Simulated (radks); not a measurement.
The iron ion Fe2+ inside a hard spherical wall (all orbitals vanish at R), configuration held at [Ar] 3d6 and not refilled when levels cross. Calculated with a radial shooting solver on a logarithmic mesh with Libxc functionals: non-relativistic Kohn-Sham, PBE, spin-polarised, spherical densities, point nucleus; open shells are filled with parallel spins first. Eigenvalues in eV for spin up, with the zero of energy where the potential of the charges vanishes at infinity; a dash marks a level that is unbound or too diffuse for the functional's potential to be trusted. A positive occupied level is held by the wall or, in an anion where self-interaction has pushed it up, behind a barrier. The pressure on the wall is -dE/dV.

[
 {"R (bohr)": "free", "E (hartree)": "-1262.53658", "kinetic (hartree)": "1261.582", "e(2p)": "-713.96", "e(3s)": "-111.87", "e(3p)": "-79.556", "e(3d)": "-27.355", "e(4s, empty)": "-20.469", "e(4p, empty)": "-14.621", "pressure (GPa)": "0"},
 {"R (bohr)": "15", "E (hartree)": "-1262.53658", "kinetic (hartree)": "1261.582", "e(2p)": "-713.96", "e(3s)": "-111.87", "e(3p)": "-79.556", "e(3d)": "-27.355", "e(4s, empty)": "-20.469", "e(4p, empty)": "-14.621", "pressure (GPa)": "< 0.0001"},
 {"R (bohr)": "10", "E (hartree)": "-1262.53658", "kinetic (hartree)": "1261.582", "e(2p)": "-713.96", "e(3s)": "-111.87", "e(3p)": "-79.556", "e(3d)": "-27.355", "e(4s, empty)": "-20.469", "e(4p, empty)": "-14.620", "pressure (GPa)": "< 0.0001"},
 {"R (bohr)": "8", "E (hartree)": "-1262.53658", "kinetic (hartree)": "1261.582", "e(2p)": "-713.96", "e(3s)": "-111.87", "e(3p)": "-79.556", "e(3d)": "-27.355", "e(4s, empty)": "-20.468", "e(4p, empty)": "-14.605", "pressure (GPa)": "0.000121"},
 {"R (bohr)": "7", "E (hartree)": "-1262.53657", "kinetic (hartree)": "1261.582", "e(2p)": "-713.95", "e(3s)": "-111.87", "e(3p)": "-79.555", "e(3d)": "-27.353", "e(4s, empty)": "-20.456", "e(4p, empty)": "-14.548", "pressure (GPa)": "0.00172"},
 {"R (bohr)": "4", "E (hartree)": "-1262.52103", "kinetic (hartree)": "1261.703", "e(2p)": "-713.24", "e(3s)": "-111.28", "e(3p)": "-78.977", "e(3d)": "-26.771", "e(4s, empty)": "-17.918", "e(4p, empty)": "-10.091", "pressure (GPa)": "5.08"},
 {"R (bohr)": "1.5", "E (hartree)": "-1253.05140", "kinetic (hartree)": "1300.684", "e(2p)": "-641.06", "e(3s)": "-59.967", "e(3p)": "-24.919", "e(3d)": "34.759", "e(4s, empty)": "202.60", "e(4p, empty)": "219.66", "pressure (GPa)": "33800"}
]
